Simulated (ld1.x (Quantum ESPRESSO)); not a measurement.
# What the settings do to the PAW potential of Ru (Z = 44)

Base potential:

```json
{
  "Element": "Ru (Z = 44)",
  "Generator": "ld1.x (Quantum ESPRESSO) 7.5",
  "Type": "PAW",
  "Functional": "PBE",
  "Relativity": "fully relativistic",
  "Frozen core": "[Kr]",
  "Valence charge": "8",
  "Reference configuration": "4d7 5s0.75 5p0.25",
  "Partial waves": "5s (bound): rcut 2.60, rcutus 2.95 bohr; 5s channel at 1 Ry: rcut 2.60, rcutus 2.95 bohr; 5p (bound): rcut 3.95, rcutus 4.25 bohr; 5p channel at 4.65 Ry: rcut 3.95, rcutus 4.25 bohr; 4d (bound): rcut 1.65, rcutus 1.85 bohr; 4d channel at 0.15 Ry: rcut 1.65, rcutus 1.85 bohr",
  "Local potential": "all-electron potential smoothed inside 3.30 bohr (lloc = -2)",
  "Core correction": "a·sin(br)/r model core, default radius (ld1.x builds one for every PAW set, though the input has nlcc=.false.)",
  "Augmentation charge": "PSQ, inside the norm-conserving radii"
}
```

Open shells are filled in proportion to 2j + 1 (rel_dist='average').

All-electron outer shells of the reference configuration (PBE, scalar-relativistic, ld1.x):

```
shell  level (eV)  outermost node (bohr)  outermost maximum (bohr)
   4s      -76.81                   0.48                      0.92
   4p      -46.86                   0.49                      0.98
   4d       -5.63                   0.48                      1.21
   5s       -4.54                   1.24                      2.73
   5p       -1.16                   1.41                      3.92
```

Cutoffs, loose and tight: the cutoffs (Ry, on a coarse ladder) from which the occupation-weighted sum of valence levels, in a spherical-Bessel basis at the reference potential, stays within 10 and 1 mRy of its value at 400 Ry. They do not see the model core or the augmentation charge, which bear on the density cutoff. Test errors are all-electron minus pseudo excitation energies from the reference, over the configurations 4d7 5s1 5p0; 4d7 5s0 5p0; 4d6 5s0 5p0; 4d4 5s0 5p0; 4d7 5s0 5p1; 4d5 5s0 5p0; 4d6 5s1 5p1. A dash means not determined; rows that change the core or the reference have their own tests.

Cutoffs are not given where the Bessel-basis levels miss the radial ones by over 6 mRy, ghosts where they miss by over 20 mRy; a channel whose overlap is not positive is not tested.

| change | outcome | bound ghosts | largest test error (meV) |
| --- | --- | --- | --- |
| base | generated | not determined | -1423 |
| core [Ar] 3d10 4s2, valence charge 14; reference 4p6 4d6 5s2 5p0; waves now 5s (bound): rcut 2.55, rcutus 2.70 bohr; 5s channel at 1 Ry: rcut 2.55, rcutus 2.70 bohr; 4p (bound): rcut 1.50, rcutus 1.65 bohr; 5p (bound): rcut 1.50, rcutus 1.65 bohr; 4d (bound): rcut 1.70, rcutus 2.25 bohr; 4d channel at 0.15 Ry: rcut 1.70, rcutus 2.25 bohr; local potential all-electron potential smoothed inside 2.35 bohr (lloc = -2); core correction a·sin(br)/r model core inside 1.45 bohr | failed: new_paw_hamiltonian: negative rho | – | – |
| wave 5p channel at 4.65 Ry: rcut 3.95, rcutus 4.25 bohr becomes 5p channel at 0.07 Ry: rcut 3.95, rcutus 4.25 bohr | generated | not determined | -1423 |
| local potential all-electron potential smoothed inside 2.60 bohr (lloc = -2) | generated | not determined | -1425 |
| waves 4d (bound): rcut 1.65, rcutus 2.82 bohr; 4d channel at 0.15 Ry: rcut 1.65, rcutus 2.82 bohr | failed: new_paw_hamiltonian: negative rho | – | – |
| augmentation PSQ, radius 1.50 bohr | failed: new_paw_hamiltonian: negative rho | – | – |
| waves 5p (bound): rcut 3.24, rcutus 3.44 bohr; 5p channel at 4.65 Ry: rcut 3.24, rcutus 3.44 bohr | generated | not determined | -1422 |

What comes out with this change to the base: local potential all-electron potential smoothed inside 4.64 bohr (lloc = -2)?

outcome: generated; bound ghosts: not determined; largest test error (meV): -1665.

What comes out with this change to the base: reference 4d6 5s0 5p0?

outcome: generated; bound ghosts: not determined; largest test error (meV): -813.
